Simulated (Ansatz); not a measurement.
Breaking the O3–H4 bond in FHOPb (SMILES [OH][Pb][F]) (multiplicity 1 held, fragments rigid). Energies count from the point at 0.966 Å.
Geometry at that point (charge 0, multiplicity 1):
| atom | x (Å) | y (Å) | z (Å) |
|---|---|---|---|
| Pb | 0.1198 | 0.0251 | 0.2337 |
| F | -0.2989 | 1.3526 | -1.3024 |
| O | -0.7528 | -1.6071 | -0.7309 |
| H | -1.1147 | -1.3712 | -1.5949 |

Signs of static correlation in def2-TZVPP, with CASSCF(4,3), from Ansatz (an electronic-structure program) runs.

| R (Å) | T1 of restricted CCSD | ⟨S²⟩ of UHF | largest double amplitude of restricted CCSD | weight of the CASSCF reference in MRCISD | CASSCF natural occupations |
|---|---|---|---|---|---|
| 0.773 | 0.018 | 0.000 | 0.043 | 0.902 | 2.00 1.99 0.01 |
| 0.869 | 0.019 | 0.000 | 0.042 | 0.901 | 2.00 1.99 0.01 |
| 0.966 | 0.019 | 0.000 | 0.041 | 0.900 | 2.00 1.98 0.02 |
| 1.063 | 0.020 | 0.000 | 0.041 | 0.899 | 2.00 1.97 0.03 |
| 1.159 | 0.020 | 0.000 | 0.040 | 0.899 | 2.00 1.96 0.04 |
| 1.304 | 0.022 | 0.000 | 0.040 | 0.898 | 2.00 1.93 0.07 |
| 1.449 | 0.023 | 0.301 | 0.050 | 0.898 | 2.00 1.88 0.12 |
| 1.691 | 0.026 | 0.729 | 0.105 | 0.899 | 2.00 1.77 0.23 |
| 1.932 | 0.030 | 0.894 | 0.200 | 0.900 | 2.00 1.62 0.38 |
| 2.222 | ___ | 0.970 | ___ | 0.901 | 2.00 1.43 0.57 |
| 2.608 | 0.047 | 1.002 | 0.528 | 0.901 | 2.00 1.24 0.76 |
| 3.091 | 0.062 | 1.012 | 0.664 | 0.902 | 2.00 1.11 0.89 |

Problem. Fill in the missing entries.

Solution. 
- 2.222, T1 of restricted CCSD: 0.036
- 2.222, largest double amplitude of restricted CCSD: 0.365

Doubts at one or more of the structures used: active orbitals that take no part (SC-NEVPT2 on CASSCF(4,3)/def2-TZVPP); a restricted determinant that unrestricted orbitals would lower (R-CCSD(T)/def2-TZVPP); other coupled-cluster roots lie near (R-CCSD(T)/def2-TZVPP); T1 above 0.05 (R-CCSD(T)/def2-TZVPP, U-CCSD(T)/def2-TZVPP); a spin-contaminated determinant (U-CCSD(T)/def2-TZVPP).
